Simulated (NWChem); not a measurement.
All runs are NWChem calculations. System: HCl2Ge, charge 0, spin multiplicity 2, at a geometry optimised with UPBE0/def2-SVP. The structure started from a generated list of species. Its SCF solution wasn't tested for a lower state. Level: UMP2/def2-TZVP, 19 core orbitals frozen.

Input file:

```
start mol
memory heap 200 mb stack 900 mb global 1100 mb
geometry units angstroms nocenter noautoz
  Cl    -0.550560    -0.319141     1.753949
  Ge     0.525494     0.350853     0.000000
  Cl    -0.550560    -0.319141    -1.753949
  H      1.903258    -0.376504     0.000000
  symmetry group Cs
end
basis spherical
  * library def2-tzvp
end
scf
  uhf
  nopen 1
  maxiter 100
  thresh 1e-7
  semidirect memsize 60000000 filesize 0
  # guess.movecs holds the orbitals of an unrestricted PBE0 run
  vectors input guess.movecs output mol.movecs
end
mp2
  freeze core 19
end
task mp2 energy
```

Part of the output:

```
             Northwest Computational Chemistry Package (NWChem) 7.3.0
             --------------------------------------------------------

                                NWChem Input Module
                                -------------------

 Scaling coordinates for geometry "geometry" by  1.889725989
 (inverse scale =  0.529177249)

 Turning off AUTOSYM since
 SYMMETRY directive was detected!

                             Geometry "geometry" -> ""
                             -------------------------

 Output coordinates in angstroms (scale by  1.889725989 to convert to a.u.)

  No.       Tag          Charge          X              Y              Z
 ---- ---------------- ---------- -------------- -------------- --------------
    1 Cl                  17.0000    -0.55056000    -0.31914100     1.75394900
    2 Ge                  32.0000     0.52549400     0.35085300     0.00000000
    3 Cl                  17.0000    -0.55056000    -0.31914100    -1.75394900
    4 H                    1.0000     1.90325800    -0.37650400     0.00000000

 Effective nuclear repulsion energy (a.u.)     326.4790443289

            Nuclear Dipole moment (a.u.)
            ----------------------------
        X                 Y               Z
 ---------------- ---------------- ----------------
     0.0000491329    -0.0000037795     0.0000000000

      Symmetry information
      --------------------

 Group name             Cs
 Group number              2
 Group order               2
 No. of unique centers     3

      Symmetry unique atoms

     1    2    4


 Summary of "ao basis" -> "" (spherical)
 ------------------------------------------------------------------------------
       Tag                 Description            Shells   Functions and Types
 ---------------- ------------------------------  ------  ---------------------
 *                         def2-tzvp                  on all atoms

 Summary of "ao basis" -> "ao basis" (spherical)
 ------------------------------------------------------------------------------
       Tag                 Description            Shells   Functions and Types
[...]
  AO/Fock/Back tols     =   1.0D-09  1.0D-09  1.0D-09

 GA uses MA = F    GA memory limited = T

 Available:
  local mem=  1.26D+08
 global mem=  1.44D+08
 local disk=  0.00D+00
  mp2_memr nvloc                    94
  nvloc new                    94
   1 passes of  15:        5242880                     103895                  37368543.
   1 passes of  15: M    126143125           G      144146432           F     120900245.

 Semi-direct pass number   1 of   1  for UHF alpha       at       10.1s
  vrange nnbf                  7789
  mp2_eaftype                   142  avail_ma_in_mb                  1099
 EAF : mp2_eaftype filesize         142   18684272.
  mp2_eaf for mointskh                    142
Node 0 wrote     87.9 Mb in      0.0 s     Agg I/O rate:  3268.3 Mb/s
 Done moints_semi at       19.0s
  mp2_eaftype                   142  avail_ma_in_mb                   957
 EAF : mp2_eaftype filesize         142   18684272.
  mp2_eaf for kh                   142
 Done maket at       19.5s
 Done multipass loop at       19.5s

 GA uses MA = F    GA memory limited = T

 Available:
  local mem=  1.26D+08
 global mem=  1.44D+08
 local disk=  0.00D+00
  mp2_memr nvloc                    95
  nvloc new                    95
   1 passes of  14:        5242880                      99896                  35249935.
   1 passes of  14: M    126143125           G      144146432           F     120900245.

 Semi-direct pass number   1 of   1  for UHF beta        at       19.5s
  vrange nnbf                  7789
  mp2_eaftype                   134  avail_ma_in_mb                  1099
 EAF : mp2_eaftype filesize         134   17624968.
  mp2_eaf for mointskh                    134
Node 0 wrote     82.9 Mb in      0.0 s     Agg I/O rate:  3045.7 Mb/s
 Done moints_semi at       31.2s
  mp2_eaftype                   134  avail_ma_in_mb                   965
 EAF : mp2_eaftype filesize         134   17624968.
  mp2_eaf for kh                   134
 Done maket at       31.6s
 Done multipass loop at       31.6s

          -------------------------------------------
          SCF energy               -2995.036562911576
          Correlation energy          -0.593566071636
          Singlet pairs                0.000000000000
          Triplet pairs                0.000000000000
          Total MP2 energy         -2995.630128983212
          -------------------------------------------

          ---------------------------------------------------
                    Spin Component Scaled (SCS) MP2
          Same spin pairs                     -0.164276818319
          Same spin scaling factor             0.333333333333
          Opposite spin pairs                 -0.429289253317
          Opposite spin scaling fact.          1.200000000000
          SCS-MP2 correlation energy          -0.569906043420
          Total SCS-MP2 energy             -2995.606468954996
          ---------------------------------------------------

 -----------------------
 Performance information
 -----------------------

 Timer overhead =  1.83D-07 seconds/call

               Nr. of calls         CPU time (s)                 Wall time (s)                GFlops
             ---------------    -------------------     ------------------------------   -------------------
Name         Min   Avg   Max    Min     Avg     Max     Min     Avg     Max   Mx/calls   Min     Max     Sum
mp2: moin     2     2     2    21.     21.     21.      21.     21.     21.     10.      0.0     0.0     0.0
mp2: make     2     2     2   0.79    0.79    0.79     0.79    0.79    0.79    0.39      0.0     0.0     0.0
mp2: tota     1     1     1    22.     22.     22.      22.     22.     22.     22.      0.0     0.0     0.0

 The average no. of pstat calls per process was 5.00D+00
 with a timing overhead of 9.15D-07s

 Task  times  cpu:       31.5s     wall:       31.5s

 Total times  cpu:       31.6s     wall:       31.6s
```
